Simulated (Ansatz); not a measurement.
Reaction (cleavage of the Si–Si bond): `CO[SiH](F)[SiH3]` + H₂S → `CO[SiH](F)S` + SiH₄

Isolated molecules relaxed with PBE0-D4/def2-TZVP in Ansatz; ΔE leaves out vibrations. CBS: MP2 limit from def2 TZ/QZ plus the TZ coupled-cluster correction, frozen cores. This one scheme is used for every species. DFT in def2-TZVPP. One conformer a species, not always the lowest.

Question: Is it downhill or uphill in electronic energy at CCSD(T)/CBS, and by how much? (Best estimate.)

Answer: Computed: Downhill: ΔE = -17.6 kcal/mol.

Question: What do these levels give: r2SCAN-D4, PBE0-D4, PBE-QIDH, RPA@PBE/def2-TZVPP, SCS-MP2/def2-TZVPP, MP2/def2-QZVPP? (Estimate.)

Answer: Computed: r2SCAN-D4 -17.7, PBE0-D4 -16.1, PBE-QIDH -18.0, RPA@PBE/def2-TZVPP -16.8, SCS-MP2/def2-TZVPP -19.0, MP2/def2-QZVPP -19.7 kcal/mol.

Question: What do rigid-rotor, harmonic-oscillator terms from PBE0-D4/def2-TZVP frequencies (298.15 K, 1 bar) make of the CCSD(T)/CBS value? (Best estimate.)

Answer: Computed: ΔZPE = +0.5 kcal/mol, ΔH = -17.5 kcal/mol, ΔS = -16 J/(mol·K), ΔG = -16.3 kcal/mol.

Largest T1 diagnostic among the species: 0.012.

From BLYP to BHLYP (50 % exact exchange), in def2-TZVPP and without D4, ΔE moves by −2.2 kcal/mol. Leaving LDA and LC-ωPBE aside and taking each functional with its dispersion term where it has one, the values, not all of them listed here, spread over 3.6 kcal/mol, from ωB97M-V to PBE-D4.
